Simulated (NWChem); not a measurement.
Species: MoSOClF; SMILES [S]=[Mo]([Cl])(=[O])[F]

Computed with NWChem. Medium grid unless said otherwise, to which SCAN and Minnesota functionals are sensitive. Structure relaxed at the PBE0/def2-SVP level. def2 effective core potentials on Mo; no spin-orbit coupling. Total energies of different functionals are on different scales.

```
level                                 energy (Ha)  highest occupied level (eV)  orbital gap (eV)  dipole (D)
------------------------------------  -----------  ---------------------------  ----------------  ----------
B3LYP/def2-SVP                         -1101.4859                        -8.14              4.23        0.80
PBE/def2-SVP                           -1100.9725                        -7.13              2.76        0.76
LDA (Slater exchange, VWN5)/def2-SVP   -1097.3642                   (withheld)              2.74  (withheld)
B3PW91/def2-SVP                        -1101.3466                        -8.28              4.26        0.75
PW6B95/def2-SVP                        -1102.2982                        -8.54              4.80        0.78
M06-L/def2-SVP                         -1101.4692                        -7.55              3.00        0.68
CAM-B3LYP/def2-SVP                     -1101.3475                        -9.67              6.97        0.75
B97-D/def2-SVP                         -1101.5711                        -7.16              2.73        0.71
PBE0/def2-SVP                          -1100.9550                        -8.48              4.66        0.75
B97-2/def2-SVP                         -1101.5059                        -8.26              4.34        0.71
TPSSh/def2-SVP                         -1101.4588                        -7.82              3.62        0.73
```

**Question.** Complete the blanks.

**Answer.** 
- LDA (Slater exchange, VWN5)/def2-SVP, highest occupied level (eV): -7.27
- LDA (Slater exchange, VWN5)/def2-SVP, dipole (D): 0.87
